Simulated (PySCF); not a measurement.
C₃H₇BFN, SMILES B(C)(/C=C\F)N. Atoms are numbered in the order given.

```xyz
13

C     -0.4769    -2.3925     0.0000
B      0.0519    -0.8958     0.0000
N      1.4266    -0.6207     0.0000
C     -1.0010     0.2856     0.0000
C     -0.7418     1.5917     0.0000
F      0.5119     2.0874     0.0000
H     -1.1165    -2.5711     0.8821
H     -1.1165    -2.5711    -0.8821
H      0.3228    -3.1507     0.0000
H      1.7995     0.3199     0.0000
H      2.1254    -1.3528     0.0000
H     -2.0716     0.0499     0.0000
H     -1.4777     2.4043     0.0000
```
Charge 0, spin multiplicity 1.

Coordinates come from a ωB97X-D3(BJ)/def2-SVP optimisation. The structure was generated by enumeration; whether it is a known compound was not checked. Other conformers were not sampled.

These are PBE/def2-TZVP in PySCF values and carry that method's errors.

ESP charges are fitted to the potential on shells at 1.4 to 2.0 van der Waals radii. Atomic charges (e):

```json
[
 {"atom": "C1", "IAO": "-0.58", "ESP fit": "-0.88", "Löwdin": "-0.27"},
 {"atom": "B2", "IAO": "0.22", "ESP fit": "0.95", "Löwdin": "-0.69"},
 {"atom": "N3", "IAO": "-0.52", "ESP fit": "-1.14", "Löwdin": "0.09"},
 {"atom": "C4", "IAO": "-0.33", "ESP fit": "-0.70", "Löwdin": "-0.12"},
 {"atom": "C5", "IAO": "0.16", "ESP fit": "0.17", "Löwdin": "-0.26"},
 {"atom": "F6", "IAO": "-0.26", "ESP fit": "-0.16", "Löwdin": "0.18"},
 {"atom": "H7", "IAO": "0.16", "ESP fit": "0.19", "Löwdin": "0.15"},
 {"atom": "H8", "IAO": "0.16", "ESP fit": "0.19", "Löwdin": "0.15"},
 {"atom": "H9", "IAO": "0.14", "ESP fit": "0.19", "Löwdin": "0.13"},
 {"atom": "H10", "IAO": "0.28", "ESP fit": "0.45", "Löwdin": "0.18"},
 {"atom": "H11", "IAO": "0.27", "ESP fit": "0.42", "Löwdin": "0.18"},
 {"atom": "H12", "IAO": "0.16", "ESP fit": "0.22", "Löwdin": "0.17"},
 {"atom": "H13", "IAO": "0.15", "ESP fit": "0.12", "Löwdin": "0.13"}
]
```

Computed Mayer and Wiberg (Löwdin basis) orders of the bonds:
```csv
bond,Mayer,Wiberg
C1–B2,1.03,1.28
B2–N3,1.43,1.83
B2–C4,1.00,1.15
C4–C5,1.85,2.05
C5–F6,1.04,1.74
C1–H7,0.94,0.86
C1–H8,0.94,0.86
C1–H9,0.96,0.87
N3–H10,0.90,0.89
N3–H11,0.91,0.89
C4–H12,0.91,0.78
C5–H13,0.97,0.87
```
